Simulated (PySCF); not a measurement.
## Two-component Hartree-Fock for Rh²⁺ (rhodium, charge +2)

Start: [Kr] 4d7; 4d3/2 filled at m_j = -3/2, -1/2, +1/2, +3/2; 4d5/2 filled at m_j = +1/2, +3/2, +5/2. Calculated with PySCF 2.14 in x2c-TZVPall-2c (8s9p7d1f, 77 functions): generalised Hartree-Fock with the X2C-1e Hamiltonian and a Gaussian nucleus; one run each with spin-orbit coupling (SO) switched off, then screened by Boettger's factors.

```tsv
spinor shell	electrons	ε, spin-free (eV)	ε, screened SO (eV)	weight of nominal j (screened SO)	rms radius, screened SO (bohr)
1s1/2	2	-23363.5	-23361.9	1.000	0.0374
2s1/2	2	-3487.2	-3486.7	1.000	0.154
2p1/2	2	-3120.6	-3220.6	1.000	0.134
2p3/2	4	-3120.6	-3074.0	1.000	0.138
3s1/2	2	-675.75	-675.57	1.000	0.415
3p1/2	2	-552.12	-569.96	1.000	0.411
3d3/2	4	-354.71	-357.93	0.992	0.401
3d5/2	6	-354.71	-352.36	0.995	0.405
4s1/2	2	-122.07	-122.00	1.000	1.05
4p1/2	2	-84.485	-89.504	0.832	1.14
4p3/2	4	-84.485	-82.006	0.916	1.16
4d5/2	3	-32.747	-33.488	0.752	1.55
4d3/2	4	-32.747	-32.197	0.705	1.56
```

**Question.** Where does 3p3/2 lie, and what is the 3p spin-orbit splitting (screened SO)?

**Answer.** At -543.70 eV, 26.261 eV above 3p1/2.

| quantity | spin-free | screened SO |
| --- | --- | --- |
| E (hartree) | -4779.99040 | -4780.74274 |
| M_J | 9/2 | 9/2 |
| ⟨J²⟩ | 24.758 | 24.759 |
| ⟨L²⟩ | 12.006 | 12.163 |
| ⟨S²⟩ | 3.752 | 3.708 |

Each row is a mean over spinors that exchange with the open shell spreads, by up to 8.835 eV (4p3/2).

Rows whose weight is well below 1 are mixtures of j = l ± 1/2: exchange outweighs spin-orbit coupling there, and the label is only the starting occupation.

Breit and QED terms are absent; they matter most for the inner s and p1/2 levels.

Densities and radii are taken from the X2C orbitals without a picture-change correction, which distorts them close to the nucleus.

Without spin-orbit coupling the j labels of p, d and f shells carry no meaning; the spin-free column gives the mean over the occupied spinors of each nl shell.
